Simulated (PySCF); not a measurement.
# Cd(2+) (cadmium, charge +2) across methods

[Kr] 4d9 5p1, one real determinant (an excited configuration). Calculation: PySCF 2.14, in x2c-TZVPPall (8s6p6d2f1g, 79 functions); scalar relativity by spin-free X2C-1e. The B2PLYP total includes its PT2 part (frozen core); its orbital energies are those of the SCF part.

```json
{"method": "r2SCAN", "E (hartree)": "-5592.39", "mean ε 4d α (eV)": "-37.053", "mean ε 4d β (eV)": "-36.044", "mean ε 5p α (eV)": "-17.681", "Σ⟨r²⟩ (bohr²)": "35.34", "⟨S²⟩": "2.001"}
{"method": "TPSSh", "E (hartree)": "-5592.18", "mean ε 4d α (eV)": "-37.488", "mean ε 4d β (eV)": "-36.570", "mean ε 5p α (eV)": "-17.751", "Σ⟨r²⟩ (bohr²)": "35.45", "⟨S²⟩": "2.001"}
{"method": "UHF", "E (hartree)": "-5589.87329", "mean ε 4d α (eV)": "-45.078", "mean ε 4d β (eV)": "-43.819", "mean ε 5p α (eV)": "-19.685", "Σ⟨r²⟩ (bohr²)": "35.90", "⟨S²⟩": "2.002"}
{"method": "BP86", "E (hartree)": "-5593.03", "mean ε 4d α (eV)": "-36.597", "mean ε 4d β (eV)": "-35.735", "mean ε 5p α (eV)": "-17.697", "Σ⟨r²⟩ (bohr²)": "35.35", "⟨S²⟩": "2.000"}
{"method": "B2PLYP", "E (hartree)": "-5591.84", "mean ε 4d α (eV)": "-41.183", "mean ε 4d β (eV)": "-40.142", "mean ε 5p α (eV)": "-18.754", "Σ⟨r²⟩ (bohr²)": "35.61", "⟨S²⟩": "2.001"}
{"method": "PBE0", "E (hartree)": "-5592.05", "mean ε 4d α (eV)": "-38.941", "mean ε 4d β (eV)": "-37.962", "mean ε 5p α (eV)": "-18.230", "Σ⟨r²⟩ (bohr²)": "35.45", "⟨S²⟩": "2.001"}
{"method": "HSE06", "E (hartree)": "-5591.99", "mean ε 4d α (eV)": "-38.510", "mean ε 4d β (eV)": "-37.530", "mean ε 5p α (eV)": "-17.854", "Σ⟨r²⟩ (bohr²)": "35.46", "⟨S²⟩": "2.001"}
{"method": "LDA", "E (hartree)": "-5586.69", "mean ε 4d α (eV)": "-36.712", "mean ε 4d β (eV)": "-35.816", "mean ε 5p α (eV)": "-17.695", "Σ⟨r²⟩ (bohr²)": "35.36", "⟨S²⟩": "2.000"}
```

Q: Estimate the same row for PBE.

A: E (hartree) = -5591.97; mean ε 4d α (eV) = -36.524; mean ε 4d β (eV) = -35.623; mean ε 5p α (eV) = -17.559; Σ⟨r²⟩ (bohr²) = 35.46; ⟨S²⟩ = 2.000.

⟨L²⟩ = 8.01 against 12 for a pure F term, so this real determinant mixes terms.
